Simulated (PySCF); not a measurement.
A GIAO shielding run with PySCF (density fitting, non-relativistic, gas phase) on SMILES CC[Si@@H](Cl)[C@@H](C)OC, C5H13ClOSi:

```
$ OMP_NUM_THREADS=1 python probes_run.py task.json out

{"job": {"kind": "nmr", "xc": "PBE0", "basis": "pcSseg-1"}, "charge": 0, "multiplicity": 1}
C      2.300561     0.840483     0.395208
C      2.134875    -0.541497    -0.232673
Si     0.603501    -0.668029    -1.357285
Cl     0.522749    -2.545099    -2.134193
C     -1.019450    -0.377168    -0.368860
C     -1.159840    -1.258722     0.873096
O     -0.973119     1.011615    -0.058880
C     -2.194821     1.571450     0.349291
H      1.400351     1.124690     0.932231
H      2.479817     1.588785    -0.372211
H      3.140389     0.851371     1.087665
H      2.071793    -1.289230     0.562181
H      3.031976    -0.785378    -0.805728
H      0.648837     0.285914    -2.465021
H     -1.890287    -0.561236    -1.020220
H     -2.130670    -1.125834     1.347788
H     -0.385361    -1.010790     1.595223
H     -1.058077    -2.303476     0.589811
H     -2.986940     1.363188    -0.380764
H     -2.034737     2.646732     0.412696
H     -2.510467     1.199174     1.330028
```

Hardware: 1 thread of an Arm Neoverse V2, shared host. The job also computes population analyses, field gradients.

Q: How large is the calculation?

A: 82 electrons, 215 basis functions and 1160 auxiliary functions.

Q: How long does it take, and how much memory does it need?

A: 42 s of wall time, with 14 SCF cycles and 4 response iterations; peak memory 1 GiB. Times on a shared host scatter by some tens of per cent.
